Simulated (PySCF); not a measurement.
# In²⁺ (indium, charge +2): PBEsol calculation

Configuration: [Kr] 4d10 5s1, 2S determinant. Computed with PySCF 2.14 in aug-cc-pVDZ-PP with ECP28MDF, with scalar relativity through the core potential.

- Total energy: -188.9794 hartree
- One-electron energy: -321.0592 hartree
- Hartree (Coulomb) energy: 148.0742 hartree
- Exchange-correlation energy: -15.9944 hartree
- ⟨S²⟩: 0.7504
- ⟨L²⟩: 0.000
- Sum of ⟨r⟩: 21.48 bohr
- Sum of ⟨r²⟩: 29.90 bohr²

```tsv
shell	electrons	mean orbital energy (eV)	rms radius, mean of both spins (bohr)
4s α	1	-139.49	0.910
4s β	1	-139.41	0.910
4p α	3	-97.117	0.993
4p β	3	-97.007	0.993
4d α	5	-36.357	1.27
4d β	5	-36.064	1.27
5s α	1	-24.299	2.48
```

Energies and moments cover only the electrons outside the core potential.
